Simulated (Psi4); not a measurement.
A dimer, H3ClSi ··· H3ClSi (SMILES [SiH3]Cl and [SiH3]Cl); the first 5 atoms form monomer A.

```
10

Si    -0.1325     0.0017    -0.0008
Cl     1.9336    -0.0247     0.0116
H     -0.6064    -0.9436    -1.0303
H     -0.5810     1.3724    -0.3141
H     -0.6137    -0.4057     1.3336
Si    -3.7040     4.7490     3.2158
Cl    -3.9395     6.4371     2.0478
H     -4.9835     4.0139     3.2391
H     -3.3276     5.1719     4.5788
H     -2.6409     3.9145     2.6230
```

Q: What interaction energy does SAPT0/jun-cc-pVDZ, frozen core (Psi4) give, and which attractive term is the largest?

A: Total 0.00 kJ/mol: electrostatics 0.28, exchange 0.01, induction -0.01, dispersion -0.28. The most attractive term is dispersion.
